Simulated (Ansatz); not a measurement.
`C=[CH][In]([F])[F]` + HCl → `[F][In]([F])[Cl]` + `C=C` at 700 K and 1 bar (ligand exchange at the In–C bond).

Calculated with Ansatz (gas phase, PBE0-D4/def2-TZVP geometries, no zero-point term in ΔE). CBS: MP2 limit from def2 TZ/QZ plus the TZ coupled-cluster correction, frozen cores. This one scheme is used for every species. Elements past krypton have def2 core potentials. For In outer-core shells are correlated without core-valence functions, which leaves a few kJ/mol of doubt a bond. One conformer a species, not always the lowest.

```json
{"species": "`C=[CH][In]([F])[F]`", "CCSD(T)/CBS energy (Eh)": "-467.34185", "H − E (kJ/mol)": "187.8", "S (J/(mol·K))": "464.7"}
{"species": "HCl", "CCSD(T)/CBS energy (Eh)": "-460.38127", "H − E (kJ/mol)": "38.4", "S (J/(mol·K))": "211.8"}
{"species": "`[F][In]([F])[Cl]`", "CCSD(T)/CBS energy (Eh)": "-849.27843", "H − E (kJ/mol)": "60.1", "S (J/(mol·K))": "394.7"}
{"species": "`C=C`", "CCSD(T)/CBS energy (Eh)": "-78.48111", "H − E (kJ/mol)": "168.9", "S (J/(mol·K))": "268.4"}
```

H − E and S are ideal-gas, rigid-rotor, harmonic terms from PBE0-D4/def2-TZVP, for one conformer and one mirror image of each species. 1 Eh = 2625.50 kJ/mol, R = 8.31446 J/(mol·K).

**Question.** By hand: ΔE, ΔH, ΔS and ΔG.

**Answer.** ΔE = (-849.27843) + (-78.48111) − (-467.34185) − (-460.38127) = -0.03642 Eh = -95.6 kJ/mol. Δ(H − E) = 60.1 + 168.9 − 187.8 − 38.4 = 2.8, so ΔH = -92.8 kJ/mol. ΔS = 394.7 + 268.4 − 464.7 − 211.8 = -13.4 J/(mol·K). ΔG = -92.8 − 700 × (-13.4)/1000 = -83.4 kJ/mol.

**Question.** By hand: the equilibrium constant, and the temperature at which ΔG would vanish if ΔH and ΔS stayed fixed.

**Answer.** log₁₀ K = −ΔG/(RT ln 10) = 6.2. ΔG = 0 at ΔH/ΔS = 6925 K, far beyond where these terms or the molecules hold.

The number of gas molecules stays the same, so ΔS is small and ΔH decides. A doubt of 5 kJ/mol in ΔE shifts log₁₀ K by 0.4 here. Other conformers and mirror images would add mixing entropy, several J/(mol·K) or more a flexible species. Modes under 60 cm⁻¹, often nearly free rotors, make the harmonic entropy too high. These are equilibria of isolated gas molecules and say nothing of rates. Largest T1 diagnostic: 0.016 (customary marks: 0.02 for closed shells, 0.045 for open ones).
